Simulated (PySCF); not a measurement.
# Basis-set dependence of population analyses: `FC(F)[SiH2]P`

CH5F2PSi.
Structure used (PBE0-D3(BJ)/def2-SVP), in Å, numbered top down from 1:
```xyz
10
CH5F2PSi angstrom
F     -0.8221   -1.6126   -0.9820
C     -1.3309   -0.6455   -0.1691
F     -1.5791   -1.2025    1.0436
Si    -0.0361    0.7690    0.0105
P      1.8216   -0.1741    0.8826
H     -2.2986   -0.3243   -0.5987
H      0.1472    1.3877   -1.3371
H     -0.5815    1.7870    0.9553
H      2.0745   -0.9224   -0.3083
H      2.6534    0.9175    0.4799
```

PBE0 throughout (PySCF), one geometry, spherical d and f functions. One conformer (not necessarily the lowest) at the PBE0-D3(BJ)/def2-SVP geometry, without solvent, vibrations or thermal averaging. Atoms taken as equivalent share a column and are averaged.

Mulliken charges (e):

| basis | functions | F1/F3 | C2 | Si4 | P5 | H6 | H7/H8 | H9/H10 |
| --- | --- | --- | --- | --- | --- | --- | --- | --- |
| STO-3G | 38 | -0.121 | -0.009 | +0.419 | +0.155 | +0.058 | -0.112 | -0.079 |
| 6-31G | 63 | -0.307 | +0.162 | +0.510 | -0.105 | +0.184 | -0.077 | +0.008 |
| pcSseg-0 | 63 | -0.352 | +0.042 | +0.526 | -0.327 | +0.247 | -0.003 | +0.112 |
| 6-31G* | 88 | -0.315 | +0.311 | +0.342 | -0.188 | +0.159 | -0.047 | +0.050 |
| cc-pVDZ | 103 | -0.210 | +0.257 | +0.196 | -0.114 | +0.045 | -0.028 | +0.046 |
| def2-SVP | 103 | -0.240 | +0.252 | +0.303 | -0.107 | +0.052 | -0.041 | +0.031 |
| aug-cc-pVDZ | 168 | -0.422 | +0.954 | -0.154 | -0.993 | -0.354 | +0.258 | +0.437 |
| 6-311+G(2d,p) | 181 | -0.254 | +0.141 | +0.352 | -0.234 | +0.147 | -0.037 | +0.088 |
| def2-TZVP | 197 | -0.194 | +0.201 | +0.150 | -0.234 | +0.084 | -0.004 | +0.097 |
| cc-pVTZ | 228 | -0.194 | +0.244 | +0.176 | -0.134 | +0.037 | -0.017 | +0.049 |
| IGLO-III | 243 | -0.233 | +0.137 | +0.614 | -0.044 | +0.118 | -0.148 | -0.032 |

IAO charges (e):

```tsv
basis	functions	F1/F3	C2	Si4	P5	H6	H7/H8	H9/H10
STO-3G	38	-0.147	-0.050	+0.521	+0.049	+0.099	-0.113	-0.049
6-31G	63	-0.278	+0.157	+0.423	-0.097	+0.156	-0.064	+0.022
pcSseg-0	63	-0.270	+0.151	+0.401	-0.119	+0.152	-0.057	+0.035
6-31G*	88	-0.293	+0.197	+0.531	-0.074	+0.135	-0.102	0.000
cc-pVDZ	103	-0.294	+0.197	+0.528	-0.086	+0.138	-0.102	+0.007
def2-SVP	103	-0.294	+0.196	+0.539	-0.078	+0.136	-0.106	+0.004
aug-cc-pVDZ	168	-0.305	+0.201	+0.534	-0.093	+0.147	-0.100	+0.011
6-311+G(2d,p)	181	-0.306	+0.193	+0.557	-0.080	+0.148	-0.107	+0.004
def2-TZVP	197	-0.306	+0.198	+0.565	-0.082	+0.145	-0.110	+0.003
cc-pVTZ	228	-0.304	+0.200	+0.553	-0.088	+0.144	-0.107	+0.007
IGLO-III	243	-0.307	+0.194	+0.563	-0.079	+0.147	-0.109	+0.004
```

Hirshfeld charges (e):

```csv
basis,functions,F1/F3,C2,Si4,P5,H6,H7/H8,H9/H10
STO-3G,38,-0.092,+0.073,+0.282,+0.082,-0.004,-0.081,-0.044
6-31G,63,-0.112,+0.072,+0.235,-0.009,+0.053,-0.062,-0.001
pcSseg-0,63,-0.114,+0.067,+0.263,+0.001,+0.043,-0.068,-0.005
6-31G*,88,-0.101,+0.065,+0.239,-0.016,+0.048,-0.068,+0.001
cc-pVDZ,103,-0.097,+0.052,+0.255,+0.002,+0.041,-0.073,-0.005
def2-SVP,103,-0.104,+0.058,+0.262,+0.007,+0.043,-0.074,-0.006
aug-cc-pVDZ,168,-0.107,+0.050,+0.264,+0.001,+0.049,-0.069,-0.006
"6-311+G(2d,p)",181,-0.110,+0.054,+0.264,+0.005,+0.049,-0.069,-0.007
def2-TZVP,197,-0.106,+0.052,+0.261,0.000,+0.048,-0.069,-0.004
cc-pVTZ,228,-0.103,+0.052,+0.258,-0.001,+0.046,-0.070,-0.005
IGLO-III,243,-0.111,+0.051,+0.262,+0.010,+0.048,-0.069,-0.006
```

Some averages cover members that differ in this geometry, most widely: H9/H10, Mulliken in aug-cc-pVDZ +0.402 to +0.472 e.

Question: Which scheme is steadiest as the basis changes?

Answer: Largest range over the bases for any column: Hirshfeld 0.10 e, IAO 0.25 e, Mulliken 1.15 e. Hirshfeld charges move least and Mulliken charges most, counted in e. Without the minimal STO-3G basis the ranges are Hirshfeld 0.03, IAO 0.16, Mulliken 0.95 e.

Question: How much do the charges still move between the two largest bases, cc-pVTZ and IGLO-III?

Answer: At most, over all atoms: Mulliken 0.437 e, IAO 0.010 e, Hirshfeld 0.011 e.

Question: What do the same runs give for the total energy, the frontier levels and the dipole moment?

Answer: 
```tsv
basis	energy (Eh)	HOMO (eV)	LUMO (eV)	μ (D)
STO-3G	-860.5973	-4.28	5.54	1.53
6-31G	-870.9714	-7.65	0.08	2.93
pcSseg-0	-869.8138	-7.83	0.04	3.19
6-31G*	-871.0907	-7.71	0.18	2.15
cc-pVDZ	-871.1485	-7.73	0.31	2.02
def2-SVP	-870.7574	-7.78	0.31	2.17
aug-cc-pVDZ	-871.1756	-7.83	-0.32	2.11
6-311+G(2d,p)	-871.2411	-7.86	-0.29	2.17
def2-TZVP	-871.2676	-7.83	-0.05	2.04
cc-pVTZ	-871.2598	-7.81	0.04	1.99
IGLO-III	-871.2706	-7.82	0.04	2.03
```

The dipole is fixed by the density alone, so its range of 1.66 D shows that the density itself changes with the basis, not only its division among atoms.
